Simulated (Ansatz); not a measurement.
Reaction: SiNH4F (SMILES [SiH2](F)N) → SiNH3F (SMILES F[SiH2][NH], doublet) + H (doublet) (the H-N bond breaks)
Each species at its own B3LYP-D3(BJ)/def2-TZVP minimum (Ansatz, an electronic-structure program), one conformer.

Quantity: bond dissociation energy (electronic), in kJ/mol. Open shells are spin-unrestricted; no spin-orbit coupling. CBS(X,Y): correlation extrapolated as X^-3, Hartree-Fock from the larger set. A bracket is a step between two methods taken in the basis named. Functionals run without relativity, which enters their misses. 'core' is core correlation in cc-pwCVTZ (1s frozen past Ne), 'X2C' scalar relativity in cc-pVTZ-DK, both at CCSD(T). Where a partner has so few electrons that a lower coupled-cluster level is exact, that level stands in.

CCSD(T)/CBS(cc-pV(T+d)Z,cc-pV(Q+d)Z) + [CCSDT(Q) - CCSD(T)]/cc-pV(D+d)Z + core + X2C (Ansatz) gives 506.8 kJ/mol.

Question: How far off this value is PBE/def2-TZVPD (Ansatz), in which direction, and which of these levels come nearer: r2SCAN/def2-TZVPD, B3LYP/def2-TZVPD, PBE0/def2-TZVPD, wB97M-V/def2-TZVPD, CCSD(T)/CBS(cc-pV(T+d)Z,cc-pV(Q+d)Z) + core + X2C?

Answer: PBE gives 483.1 kJ/mol, 23.7 kJ/mol below it. Differences of the others: r2SCAN/def2-TZVPD (Ansatz) -27.8; B3LYP/def2-TZVPD (Ansatz) -19.5; PBE0/def2-TZVPD (Ansatz) -21.9; wB97M-V/def2-TZVPD (Ansatz) -7.1; CCSD(T)/CBS(cc-pV(T+d)Z,cc-pV(Q+d)Z) + core + X2C (Ansatz) 0.4 kJ/mol. Nearer than PBE: B3LYP/def2-TZVPD, PBE0/def2-TZVPD, wB97M-V/def2-TZVPD, CCSD(T)/CBS(cc-pV(T+d)Z,cc-pV(Q+d)Z) + core + X2C.
